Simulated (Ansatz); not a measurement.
`[F][Ga]([SH])[Cl]` + HCl → `[SH][Ga]([Cl])[Cl]` + H–F at 600 K and 1 bar (ligand exchange at a Ga–F bond).

Computed with Ansatz on PBE0-D4/def2-TZVP structures; ΔE is electronic, products minus reactants. CBS: MP2 limit from def2 TZ/QZ plus the TZ coupled-cluster correction, frozen cores. This one scheme is used for every species. For Ga outer-core shells are correlated without core-valence functions, which leaves a few kJ/mol of doubt a bond. Scalar relativity is left out up to krypton. One conformer a species, not always the lowest.

| species | CCSD(T)/CBS energy (Eh) | H − E (kJ/mol) | S (J/(mol·K)) |
| --- | --- | --- | --- |
| `[F][Ga]([SH])[Cl]` | -2882.02312 | 79.6 | 402.0 |
| HCl | -460.38127 | 35.4 | 207.2 |
| `[SH][Ga]([Cl])[Cl]` | -3242.02309 | 78.9 | 413.9 |
| H–F | -100.39570 | 42.3 | 194.0 |

H − E and S are ideal-gas, rigid-rotor, harmonic terms from PBE0-D4/def2-TZVP, for one conformer and one mirror image of each species. 1 Eh = 2625.50 kJ/mol, R = 8.31446 J/(mol·K).

Question: By hand: ΔE, ΔH, ΔS and ΔG.

Answer: ΔE = (-3242.02309) + (-100.39570) − (-2882.02312) − (-460.38127) = -0.01440 Eh = -37.8 kJ/mol. Δ(H − E) = 78.9 + 42.3 − 79.6 − 35.4 = 6.2, so ΔH = -31.6 kJ/mol. ΔS = 413.9 + 194.0 − 402.0 − 207.2 = -1.3 J/(mol·K). ΔG = -31.6 − 600 × (-1.3)/1000 = -30.8 kJ/mol.

Question: By hand: the equilibrium constant, and the temperature at which ΔG would vanish if ΔH and ΔS stayed fixed.

Answer: log₁₀ K = −ΔG/(RT ln 10) = 2.7. ΔG = 0 at ΔH/ΔS = 24308 K, far beyond where these terms or the molecules hold.

The number of gas molecules stays the same, so ΔS is small and ΔH decides. A doubt of 5 kJ/mol in ΔE shifts log₁₀ K by 0.4 here. Other conformers and mirror images would add mixing entropy, several J/(mol·K) or more a flexible species. These are equilibria of isolated gas molecules and say nothing of rates. Largest T1 diagnostic: 0.013 (customary marks: 0.02 for closed shells, 0.045 for open ones).
